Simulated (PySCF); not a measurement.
**Unknowns**

[PySCF 2.14: J couplings at B3LYP/pcJ-1; geometry from GFN2-xTB; GIAO PBE0/pcSseg-1 shieldings; non-relativistic; in vacuum; one conformer; one averaged value for each set of equivalent atoms]

References, each an isolated molecule treated in the same way: TMS for $^{1}$H, $^{13}$C. Multiplet labels drop J under 1 Hz and among equivalent protons, and merge close values. Unscaled 3J(H,H) run several per cent high. Splittings of carbon signals by F and P are missing where no couplings were computed. Where no couplings were computed, multiplicities follow the n + 1 count of equivalent neighbours, and m marks all less simple cases (inequivalent or close neighbours, rings, F or P nearby). Shifts are as computed. Against solution values, carbons near 30 ppm lie about +3 ppm off and those near 130 ppm about +5 ppm. Of 1211 compounds with measured shifts, 218 miss one by over three times the rms of a fit or turn the order of signals round; such compounds aren't used in these exercises.

(1) C6H6F2. $^{1}$H NMR (500 MHz, computed): δ 7.27 (m, 1H), 6.37 (m, 1H), 5.66 (m, 1H), 5.57 (m, 1H), 5.34 (m, 1H), 5.32 (m, 1H). $^{13}$C{$^{1}$H} NMR (computed): δ 168.9, 159.8, 138.0, 129.2, 122.5, 102.3. What is it?

(2) C5H6F3P. $^{1}$H NMR (500 MHz, computed): δ 2.74 (m, 3H), 0.89 (m, 3H). $^{13}$C{$^{1}$H} NMR (computed): δ 156.4 (C), 134.7 (C), 127.2 (C), 26.0 (CH3), 16.5 (CH3). Identify the compound.

(3) C3H6. $^{1}$H NMR (400 MHz, computed): δ 0.26 (s, 6H). $^{13}$C{$^{1}$H} NMR (computed): δ -1.3 (CH2). Identify the compound.

Answers

(1) SMILES C=C/C=C(/F)C(=C)F. The formula gives 3 degrees of unsaturation (no ring in the answer). 6 carbon signals for 6 carbons: no two carbons are equivalent. Carbon types of the structure: 2 × C, 2 × CH, 2 × CH2, which accounts for all hydrogens. δC 168.9, 159.8: fully substituted alkene carbon. δC 138.0, 122.5: alkene CH; an sp2 carbon of a C=C bond. δC 129.2, 102.3: terminal =CH2 carbon; an sp2 carbon of a C=C bond. δH 5.66, 5.57, 5.34, 5.32: hydrogen on a terminal =CH2 carbon; a vinylic proton, deshielded by the sp2 carbon and the C=C anisotropy.

This is the structure that produced the data.

(2) SMILES CC1=C(C(F)(F)F)P1C. 5 carbon signals for 5 carbons: no two carbons are equivalent. Carbon types of the structure: 3 × C, 2 × CH3, which accounts for all hydrogens. δC 156.4, 127.2: fully substituted alkene carbon; as expected for a trigonal carbon in a double bond. δC 134.7: CF3 carbon; 3 electronegative neighbours deshield it. δC 16.5: allylic methyl carbon; a saturated carbon with 1 carbon neighbour and no heteroatom attached. δH 2.74: hydrogen on an allylic methyl carbon; allylic position.

This is the structure that produced the data.

(3) cyclopropane (C1CC1). The formula gives 1 degree of unsaturation (1 ring in the answer). 1 carbon signal for 3 carbons: some carbons are equivalent by symmetry or fast rotation. Carbon types of the structure: 3 × CH2, which accounts for all hydrogens. δC -1.3: three-membered-ring carbon; carbons of three-membered rings are unusually shielded. δH 0.26: hydrogen on a three-membered-ring carbon; cyclopropane-type protons are shielded by the ring.
